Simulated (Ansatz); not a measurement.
`[SiH3]C1B[SiH2][SiH2]1` + `O[Si](O)(O)F` → `O[Si](O)(F)O[SiH3]` + `B1C[SiH2][SiH2]1`  (ligand exchange at the Si–C bond)

Calculated with Ansatz (gas phase, PBE0-D4/def2-TZVP geometries, no zero-point term in ΔE). CCSD(T)/CBS adds triple-zeta CCSD(T) − MP2 to the extrapolated MP2 energy (def2 sets, frozen cores). Functionals use def2-TZVPP. B3LYP here is the variant with VWN-RPA as its local correlation; programs differ in this. Each species was taken in one conformer, which may not be the lowest.

Question: Is it downhill or uphill in electronic energy at CCSD(T)/CBS, and by how much? (Best estimate.)

Answer: Ansatz gave: Downhill: ΔE = -86.8 kJ/mol.

Question: What do these levels give: PBE-D4, r2SCAN-D4, B3LYP-D4, ωB97X-V, ωB97M-V, B2PLYP, HF/def2-TZVPP, SCS-MP2/def2-TZVPP, CCSD/def2-TZVPP, MP2/def2-QZVPP, SCS-MP2/def2-QZVPP, CCSD/CBS(def2)? (Estimate.)

Answer: Ansatz gave: PBE-D4 -75.3, r2SCAN-D4 -88.1, B3LYP-D4 -92.2, ωB97X-V -88.0, ωB97M-V -86.4, B2PLYP -95.8, HF/def2-TZVPP -115.1, SCS-MP2/def2-TZVPP -92.2, CCSD/def2-TZVPP -91.4, MP2/def2-QZVPP -86.1, SCS-MP2/def2-QZVPP -92.9, CCSD/CBS(def2) -91.2 kJ/mol.

Largest T1 diagnostic among the species: 0.015.

The D4 term adds +7.9 kJ/mol with B3LYP and +4.1 kJ/mol with PBE0; it sums over pairs of atoms, weighted by their polarisabilities, and B3LYP, whose exchange is more repulsive, gets the larger term. From PBE to PBE0 (25 % exact exchange), in def2-TZVPP and without D4, ΔE moves by −3.4 kJ/mol. In def2-TZVPP, CCSD(T) changes the Hartree–Fock value by +28.2 kJ/mol (the triples alone add +4.5 kJ/mol) and MP2 by +29.7 kJ/mol.
